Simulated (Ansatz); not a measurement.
Process, species as SMILES: F[SiH2]F → 2 F atom + 2 H atom + Si atom
B3LYP-D3(BJ)/def2-TZVP geometries, fixed; electronic energies without zero-point terms.

Basis-set convergence of the atomisation energy at wB97M-V with Ansatz (an electronic-structure program). Cartesian d functions, on some or all atoms, in 6-31G*; all else is spherical. The program fits the integrals of some runs and decomposes those of others, by size. Open shells are unrestricted. The functional holds VV10 correlation; no added dispersion term, no relativity. Functions are those of the species that has most. Reference: the value in aug-pcseg-3, 444.03 kcal/mol, itself unsure by roughly 0.57 kcal/mol (its mean distance from aug-cc-pV(Q+d)Z, cc-pV(5+d)Z, def2-QZVPPD). Deviations are taken from unrounded values.

```
basis            functions  atomisation energy (kcal/mol)  minus reference (kcal/mol)
---------------  ---------  -----------------------------  --------------------------
3-21G                   35                         401.14                      -42.89
pcseg-0                 35                         384.76                      -59.27
6-31G*                  53                         438.88                       -5.16
cc-pV(D+d)Z             61                         431.52                      -12.52
aug-pcseg-1             91                         430.23                      -13.81
def2-TZVP              111                         442.52                       -1.51
pcseg-2                122                         441.89                       -2.14
jun-cc-pV(T+d)Z        154                         441.45                       -2.59
cc-pV(Q+d)Z            234                         444.48                        0.45
```
